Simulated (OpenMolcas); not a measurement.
# SbN at 1.821 Å: OpenMolcas input and output

Input (each module block was a call of its own in one work directory; start orbitals came from a preliminary run):

```
&GATEWAY
Coord
2
angstrom
Sb 0.0 0.0 0.0
N 0.0 0.0 1.8210
Basis=ANO-RCC-VTZP
Group=XY
RX2C
AMFI
ANGMom
0.0 0.0 0.0
RICD
&SEWARD
&GUESSORB
* RASSCF and CASPT2 blocks for each multiplicity and irrep, as for the first:
&RASSCF
FileOrb=$CurrDir/o11.orb
Symmetry=1
Spin=1
nActEl=8 0 0
Inactive=15 10
RAS2=3 4
CIRoot=5 5 1
Linear
Iterations=120 100
OrbListing=Nothing
PRWF=0.15
>>COPY $Project.RasOrb $CurrDir/o11.orb
>>COPY $Project.rasscf.h5 $CurrDir/r11.h5
&CASPT2
XMultistate=all
Imaginary=0.2
IPEA=0.25
MaxIter=40
>>COPY $Project.JobMix JOB001
&RASSI
Nr of JobIphs=6 5 6 4 2 1 2
1 2 3 4 5
1 2 3 4 5 6
1 2 3 4
1 2
1
1 2
SpinOrbit
EJob
Omega
MEES
MESO
Properties=4
'AngMom' 3 'Mltpl  1' 1 'Mltpl  1' 2 'Mltpl  1' 3
Thrs=1.0d-4
>>COPY $Project.rassi.h5 $CurrDir/so.h5
```

```bash
pymolcas m.inp
```

C2 symmetry about the axis (a holds Σ, Δ, Γ; b holds Π, Φ, H; Σ⁺ and Σ⁻ are not told apart); roots by multiplicity and irrep: 1a 5, 3a 6, 3b 4, 1b 2, 5a 1, 5b 2.

RASSI part of the output, in excerpt:

```
SPIN-FREE ENERGIES:
  (Shifted by EMIN (a.u.) =      -6533.1017183845)
 SF State       Relative EMIN(au)   Rel lowest level(eV)    D:o, cm**(-1)      Abs_M
     1             0.0000000000        0.0000000000              0.0000         0.0
     6             0.0847762126        2.3068782650          18606.2280         0.0
    12             0.1110974886        3.0231166740          24383.0804         1.0
    13             0.1110974886        3.0231166740          24383.0804         1.0
     7             0.1163418081        3.1658218756          25534.0754         2.0
     8             0.1163948097        3.1672641249          25545.7080         2.0
    16             0.1382059903        3.7607765834          30332.7088         1.0
    17             0.1382059903        3.7607765834          30332.7088         1.0
     9             0.1425748435        3.8796591366          31291.5612         0.0
     2             0.1428622802        3.8874806869          31354.6463         0.0
     3             0.1569589347        4.2710701978          34448.5043         2.0
     4             0.1577282247        4.2920036443          34617.3440         2.0
    18             0.1736145061        4.7242913845          38103.9797         0.0
    19             0.1831616652        4.9840828180          40199.3390         1.0
    20             0.1831616678        4.9840828873          40199.3395         1.0
     5             0.2136439269        5.8135474145          46889.4221         0.0
    10             0.2199763681        5.9858619187          48279.2323         2.0
    11             0.2202445414        5.9931592838          48338.0895         2.0
    14             0.2204691612        5.9992714996          48387.3879         1.0
    15             0.2204691612        5.9992714996          48387.3879         1.0
++ Dipole transition strengths (spin-free states):
     for osc. strength at least  1.00000000E-05
      From   To        Osc. strength     Einstein coefficients Ax, Ay, Az (sec-1)    Total A (sec-1)
         1   16       2.34961515E-03  1.40915438E+06  3.28326433E+04  0.00000000E+00  1.44198702E+06
         1   17       2.34961527E-03  3.28326452E+04  1.40915445E+06  0.00000000E+00  1.44198710E+06
         1    5       4.17090880E-02  0.00000000E+00  0.00000000E+00  6.11677747E+07  6.11677747E+07
         6   12       1.63032889E-03  1.72001462E+01  3.62738878E+04  0.00000000E+00  3.62910879E+04
         6   13       1.63032993E-03  3.62739102E+04  1.72008500E+01  0.00000000E+00  3.62911110E+04
         6   14       2.84541916E-03  1.68295754E+06  3.81877304E+02  0.00000000E+00  1.68333942E+06
         6   15       2.84541892E-03  3.81878071E+02  1.68295740E+06  0.00000000E+00  1.68333928E+06
        12    7       2.06316780E-04  1.55901499E+02  2.64140485E+01  0.00000000E+00  1.82315548E+02
        12    8       2.08415388E-04  2.72293772E+01  1.60682082E+02  0.00000000E+00  1.87911459E+02
        12    9       9.48690092E-04  3.01867793E+04  1.49429345E+01  0.00000000E+00  3.02017223E+04
        12   15       8.39944008E-04  0.00000000E+00  0.00000000E+00  3.22827800E+05  3.22827800E+05
        13    7       2.06312872E-04  2.64140740E+01  1.55898021E+02  0.00000000E+00  1.82312095E+02
        13    8       2.08414658E-04  1.60681832E+02  2.72289678E+01  0.00000000E+00  1.87910800E+02
        13    9       9.48713650E-04  1.49453470E+01  3.01875269E+04  0.00000000E+00  3.02024722E+04
        13   14       8.39944087E-04  0.00000000E+00  0.00000000E+00  3.22827830E+05  3.22827830E+05
         7   10       6.55813631E-04  0.00000000E+00  0.00000000E+00  2.26308329E+05  2.26308329E+05
         7   11       3.60091403E-05  0.00000000E+00  0.00000000E+00  1.24904355E+04  1.24904355E+04
         8   10       3.68804193E-05  0.00000000E+00  0.00000000E+00  1.27136899E+04  1.27136899E+04
         8   11       6.48980276E-04  0.00000000E+00  0.00000000E+00  2.24881194E+05  2.24881194E+05
        16    2       1.22308985E-04  1.94028286E+00  8.32616155E+01  0.00000000E+00  8.52018984E+01
        16    3       3.32587647E-04  9.10364750E+00  3.74888905E+03  0.00000000E+00  3.75799270E+03
        16    4       3.46230465E-04  4.22943018E+03  1.02706100E+01  0.00000000E+00  4.23970079E+03
        16    5       2.12465352E-04  3.79635229E+04  8.85366136E+02  0.00000000E+00  3.88488890E+04
        17    2       1.22308982E-04  8.32616140E+01  1.94028286E+00  0.00000000E+00  8.52018968E+01
        17    3       3.32587650E-04  3.74888908E+03  9.10364799E+00  0.00000000E+00  3.75799273E+03
        17    4       3.46230471E-04  1.02706086E+01  4.22943026E+03  0.00000000E+00  4.23970087E+03
        17    5       2.12465350E-04  8.85366168E+02  3.79635225E+04  0.00000000E+00  3.88488886E+04
         9   14       4.49876262E-05  3.21213578E+00  8.76710939E+03  0.00000000E+00  8.77032153E+03
         9   15       4.49858249E-05  8.76675991E+03  3.21045539E+00  0.00000000E+00  8.76997037E+03
        18   19       1.20896416E-03  3.43168800E+03  1.08877453E+02  0.00000000E+00  3.54056545E+03
        18   20       1.20896452E-03  1.08877538E+02  3.43169087E+03  0.00000000E+00  3.54056841E+03
 Electric-quadrupole - electric-quadrupole not included
 Electric-dipole - electric-octupole not included
 Electric-dipole - magnetic-quadrupole not included
   Eigenvalues of complex Hamiltonian:
  (Shifted by EMIN (a.u.) =      -6533.1017183845)
 SO State       Relative EMIN(au)   Rel lowest level(eV)    D:o, cm**(-1)      Omega
     1            -0.0006999654        0.0000000000              0.0000         0.0
     2             0.0834932075        2.2910129457          18478.2656         1.0
     3             0.0834932079        2.2910129555          18478.2657         1.0
     4             0.0840393832        2.3058751428          18598.1373         0.0
     5             0.1069824220        2.9301870348          23633.5523         0.0
     6             0.1072527875        2.9375440545          23692.8906         0.0
     7             0.1090453397        2.9863218846          24086.3104         1.0
     8             0.1090453517        2.9863222121          24086.3130         1.0
     9             0.1126126264        3.0833926996          24869.2393         2.0
    10             0.1126347875        3.0839957343          24874.1031         2.0
    11             0.1167100635        3.1948896435          25768.5228         1.3
    12             0.1167100858        3.1948902507          25768.5277         1.3
    13             0.1167968405        3.1972509668          25787.5682         2.9
    14             0.1167968444        3.1972510732          25787.5690         2.9
    15             0.1172597339        3.2098469383          25889.1615         2.0
    16             0.1172746435        3.2102526474          25892.4338         2.0
    17             0.1378500870        3.7701389889          30408.2217         1.0
    18             0.1378501022        3.7701394014          30408.2250         1.0
    19             0.1412217028        3.8618853300          31148.2058         0.0
    20             0.1428683650        3.9066932897          31509.6064         0.0
    21             0.1430421080        3.9114210766          31547.7386         1.0
    22             0.1430421159        3.9114212916          31547.7403         1.0
    23             0.1575372832        4.3058548895          34729.0618         2.0
    24             0.1582719380        4.3258458655          34890.2999         2.0
    25             0.1733019178        4.7348324502          38188.9992         2.0
    26             0.1733019207        4.7348325287          38188.9998         2.0
    27             0.1737398474        4.7467491223          38285.1136         1.0
    28             0.1737398484        4.7467491481          38285.1138         1.0
    29             0.1738611161        4.7500490121          38311.7290         0.0
    30             0.1816716377        4.9625841321          40025.9404         3.0
    31             0.1816716377        4.9625841321          40025.9404         3.0
    32             0.1826944461        4.9904161654          40250.4208         2.0
    33             0.1826945983        4.9904203071          40250.4543         2.0
    34             0.1836298705        5.0158703592          40455.7228         1.0
    35             0.1836298723        5.0158704085          40455.7232         1.0
    36             0.1841445520        5.0298755562          40568.6823         0.0
    37             0.1856260131        5.0701881670          40893.8254         0.0
    38             0.1860879279        5.0827575092          40995.2040         1.0
    39             0.1860879282        5.0827575188          40995.2041         1.0
    40             0.2130278526        5.8158302047          46907.8340         0.0
    41             0.2172738565        5.9313698572          47839.7242         2.0
    42             0.2173423114        5.9332326117          47854.7483         2.0
    43             0.2187073431        5.9703770158          48154.3381         1.0
    44             0.2187073497        5.9703771961          48154.3396         1.0
    45             0.2202268200        6.0117240880          48487.8248         3.0
    46             0.2202268209        6.0117241125          48487.8250         3.0
    47             0.2217286205        6.0525901630          48817.4319         2.0
    48             0.2219212250        6.0578311973          48859.7037         2.0
    49             0.2221795976        6.0648618741          48916.4099         1.0
    50             0.2221796029        6.0648620190          48916.4111         1.0
    51             0.2233019338        6.0954021973          49162.7342         0.0
    52             0.2237826621        6.1084834805          49268.2419         0.0
 Weights of the five most important spin-orbit-free states for each spin-orbit state.
 SO State  Total energy (au)           Spin-free states, spin, and weights
    1        -0.000700       1 0.0  0.9943    9 1.0  0.0020   13 1.0  0.0018   12 1.0  0.0018   14 1.0  0.0000
    2         0.083493       6 1.0  0.9772    9 1.0  0.0151   13 1.0  0.0054   12 1.0  0.0009   20 2.0  0.0006
    3         0.083493       6 1.0  0.9772    9 1.0  0.0151   12 1.0  0.0054   13 1.0  0.0009   19 2.0  0.0006
    4         0.084039       6 1.0  0.9741   13 1.0  0.0118   12 1.0  0.0118   20 2.0  0.0007   19 2.0  0.0007
    5         0.106982      12 1.0  0.4932   13 1.0  0.4932    9 1.0  0.0083    1 0.0  0.0032   19 2.0  0.0007
    6         0.107253      12 1.0  0.4844   13 1.0  0.4844    6 1.0  0.0243    2 0.0  0.0054   19 2.0  0.0006
    7         0.109045      12 1.0  0.7742    7 1.0  0.0948    8 1.0  0.0935   16 0.0  0.0200   13 1.0  0.0062
    8         0.109045      13 1.0  0.7742    7 1.0  0.0948    8 1.0  0.0935   17 0.0  0.0200   12 1.0  0.0062
    9         0.112613       7 1.0  0.4464   13 1.0  0.2732   12 1.0  0.2732   20 2.0  0.0024   19 2.0  0.0024
   10         0.112635       8 1.0  0.4420   13 1.0  0.2754   12 1.0  0.2754   20 2.0  0.0024   19 2.0  0.0024
   11         0.116710       7 1.0  0.6517   13 1.0  0.1765    8 1.0  0.1643   12 1.0  0.0028    9 1.0  0.0020
   12         0.116710       7 1.0  0.6516   12 1.0  0.1765    8 1.0  0.1643   13 1.0  0.0028    9 1.0  0.0020
   13         0.116797       8 1.0  0.7335    7 1.0  0.2450   12 1.0  0.0129   20 2.0  0.0028   19 2.0  0.0027
   14         0.116797       8 1.0  0.7336    7 1.0  0.2450   13 1.0  0.0129   19 2.0  0.0028   20 2.0  0.0027
   15         0.117260       7 1.0  0.4218   12 1.0  0.2219   13 1.0  0.2219    8 1.0  0.1055    4 0.0  0.0144
   16         0.117275       8 1.0  0.4251   12 1.0  0.2204   13 1.0  0.2204    7 1.0  0.1052    3 0.0  0.0151
   17         0.137850      16 0.0  0.7900    9 1.0  0.1832   18 2.0  0.0054    8 1.0  0.0047    7 1.0  0.0047
   18         0.137850      17 0.0  0.7900    9 1.0  0.1832   18 2.0  0.0054    8 1.0  0.0047    7 1.0  0.0047
   19         0.141222       9 1.0  0.9397   18 2.0  0.0433   13 1.0  0.0037   12 1.0  0.0037   19 2.0  0.0033
   20         0.142868       2 0.0  0.9913   13 1.0  0.0029   12 1.0  0.0029   15 1.0  0.0013   14 1.0  0.0013
   21         0.143042       9 1.0  0.7530   17 0.0  0.1822   18 2.0  0.0287    6 1.0  0.0145   13 1.0  0.0113
   22         0.143042       9 1.0  0.7530   16 0.0  0.1822   18 2.0  0.0287    6 1.0  0.0145   12 1.0  0.0113
   23         0.157537       3 0.0  0.9581    8 1.0  0.0222   11 1.0  0.0055   12 1.0  0.0034   13 1.0  0.0034
   24         0.158272       4 0.0  0.9590    7 1.0  0.0213   10 1.0  0.0057   13 1.0  0.0033   12 1.0  0.0033
   25         0.173302      18 2.0  0.9670   19 2.0  0.0163   20 2.0  0.0163   12 1.0  0.0001   13 1.0  0.0001
   26         0.173302      18 2.0  0.9670   19 2.0  0.0163   20 2.0  0.0163   12 1.0  0.0001   13 1.0  0.0001
   27         0.173740      18 2.0  0.8820   19 2.0  0.0702   20 2.0  0.0241    9 1.0  0.0233   12 1.0  0.0002
   28         0.173740      18 2.0  0.8820   20 2.0  0.0702   19 2.0  0.0241    9 1.0  0.0233   13 1.0  0.0002
   29         0.173861      18 2.0  0.8567   19 2.0  0.0569   20 2.0  0.0569    9 1.0  0.0293   12 1.0  0.0001
   30         0.181672      19 2.0  0.4959   20 2.0  0.4959    8 1.0  0.0030    7 1.0  0.0030   10 1.0  0.0011
   31         0.181672      19 2.0  0.4959   20 2.0  0.4959    8 1.0  0.0030    7 1.0  0.0030   10 1.0  0.0011
   32         0.182694      19 2.0  0.4781   20 2.0  0.4781   18 2.0  0.0327   14 1.0  0.0026   15 1.0  0.0026
   33         0.182695      19 2.0  0.4781   20 2.0  0.4781   18 2.0  0.0327   15 1.0  0.0026   14 1.0  0.0026
   34         0.183630      19 2.0  0.9104   20 2.0  0.0502   18 2.0  0.0286   15 1.0  0.0052   12 1.0  0.0021
   35         0.183630      20 2.0  0.9104   19 2.0  0.0502   18 2.0  0.0286   14 1.0  0.0052   13 1.0  0.0021
   36         0.184145      20 2.0  0.4967   19 2.0  0.4967   14 1.0  0.0019   15 1.0
...
```

Only roots inside an energy window near the equilibrium distance were included, so the list of states is not complete; labels number the states computed. Each spin and symmetry block has orbitals of its own, averaged over its own roots, so gaps between blocks are less sure than gaps within one and near the minimum can be off by tenths of an eV, in bad cases by more. No Rydberg orbitals are active, so Rydberg states, and σ→σ* states whose orbital the CASSCF left unused, can be missing between those listed. CASPT2 splits the two components of degenerate states numerically, here by up to 169 cm⁻¹.
